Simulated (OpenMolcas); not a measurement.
How methods differ on C3H8Si (SMILES CC(C)[SiH])

The species is C3H8Si (12 atoms), meant as a singlet with charge 0. SMILES: `CC(C)[SiH]`. The shape is that of a PBE0-D4/def2-TZVP optimisation. This is one conformer, not always the lowest.

```xyz
12

C    -0.2531    0.9070   -1.0628
C     0.0976   -0.4363   -0.4602
C     0.7899   -0.3575    0.9041
Si   -1.1690   -1.5057    0.4676
H    -0.8401    0.7875   -1.9765
H    -0.8506    1.4989   -0.3644
H     0.6402    1.4864   -1.3224
H     0.6942   -1.0344   -1.1504
H     0.7504    0.6459    1.3250
H     0.2847   -1.0109    1.6986
H     1.8075   -0.7475    0.9085
H    -1.8748   -0.2886    1.0670
```

Each level gives the dipole moment (D). The values are calculated.

| level | kind | program | value (D) | CPU time |
| --- | --- | --- | --- | --- |
| HF/6-31G* (spherical functions) | Hartree–Fock | OpenMolcas | 1.86 | 6.6 s |
| PBE/6-31G* (spherical functions) | GGA | OpenMolcas | 2.12 | 44 s |
| revPBE/6-31G* (spherical functions) | GGA | OpenMolcas | 2.12 | 44 s |
| TPSS/6-31G* (spherical functions) | meta-GGA | OpenMolcas | 2.11 | 59 s |
| r2SCAN/6-31G* (spherical functions) | meta-GGA | OpenMolcas | 2.14 | 56 s |
| B3LYP/6-31G* (spherical functions) | global hybrid | OpenMolcas | 1.94 | 42 s |
| BHLYP/6-31G* (spherical functions) | global hybrid | OpenMolcas | 1.85 | 41 s |
| M06-2X/6-31G* (spherical functions) | hybrid meta-GGA | OpenMolcas | 1.84 | 51 s |

The values span 1.84 to 2.14 D. Magnitudes only. Times are those of the runs behind each value, whatever else they computed, on shared processors of several kinds: orders of magnitude only.
